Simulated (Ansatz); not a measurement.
Ansatz (an electronic-structure program) input (CCSD(T)/STO-3G):

Ansatz 0.2 input:
```yaml
crystal:
  periodic: [false, false, false]
  atoms:
    - {symbol: Mo, position_ang: [-0.03686456, -0.00514405, 0.01619184]}
    - {symbol: H, position_ang: [1.18116099, -0.36294647, 1.14928913]}
    - {symbol: H, position_ang: [0.18282356, 1.60147941, -0.49957601]}
    - {symbol: H, position_ang: [0.18432684, -1.02248283, -1.32977044]}
basis:
  gaussian:
    orbitals: STO-3G
magnetization: {spin_polarized: true, initial_magnetization: 3}
correlation: {method: ccsd_t, electrons: outside_noble_gas}
```

Output:

```
Functional definition: HF
integrals: 0.01 GiB planned
372 factors; integrals over basis functions are off by at most 1.3e-3 eV
mean field: 0.08 GiB planned
mean field evaluation 1: about -107146.5914 eV, gradient 9.1e0 eV
mean field evaluation 2: about -107146.5830 eV, gradient 9.0e0 eV
mean field evaluation 4: about -107147.5011 eV, gradient 1.6e0 eV
mean field evaluation 8: about -107147.6273 eV, gradient 2.3e-3 eV
mean field evaluation 16: about -107147.5240 eV, gradient 1.6e0 eV
mean field evaluation 32: about -107147.6251 eV, gradient 8.4e-6 eV
mean field evaluation 64: about -107145.6121 eV, gradient 3.0e-3 eV
mean field evaluation 96: about -107145.3054 eV, gradient 6.6e-2 eV
mean field -107147.62510817 eV, -3937.6025954564 hartree, gradient 2.4e-6 eV, S^2 3.839348; 3 other end points of the search recorded, 0 dependent functions left out
determinant -107147.62510817 eV, -3937.6025954564 hartree, with singles and doubles -107149.42072150 eV, -3937.6685830291 hartree
determinant -107145.61212034 eV, -3937.5286195183 hartree, with singles and doubles -107147.32195695 eV, -3937.5914548545 hartree
determinant -107145.48214515 eV, -3937.5238430179 hartree, with singles and doubles -107147.25556785 eV, -3937.5890151003 hartree
18 core orbitals not correlated
reference -107147.62510817 eV, -3937.6025954564 hartree; 6, 3 occupied and 6, 9 virtual orbitals, 372 factors
second order -1.12272935 eV of doubles, -0.00000000 eV of singles
coupled cluster: 0.04 GiB planned
cycle   1  -1.79618610 eV  change   -5.7e-4 eV  update   1.1e-3
cycle   2  -1.79711199 eV  change   -9.3e-4 eV  update   7.7e-4
cycle   3  -1.79744079 eV  change   -3.3e-4 eV  update   3.3e-4
cycle   4  -1.79762634 eV  change   -1.9e-4 eV  update   1.5e-4
cycle   5  -1.79785470 eV  change   -2.3e-4 eV  update   5.7e-5
cycle   6  -1.79795933 eV  change   -1.0e-4 eV  update   1.9e-5
cycle   7  -1.79795667 eV  change    2.7e-6 eV  update   6.9e-6
perturbative correction -0.01886426 eV, -0.0006932488 hartree
Total energy: -107149.44192910 eV, -3937.6693623942 hartree
```

The spin state was set by rule; other spins were not relaxed.
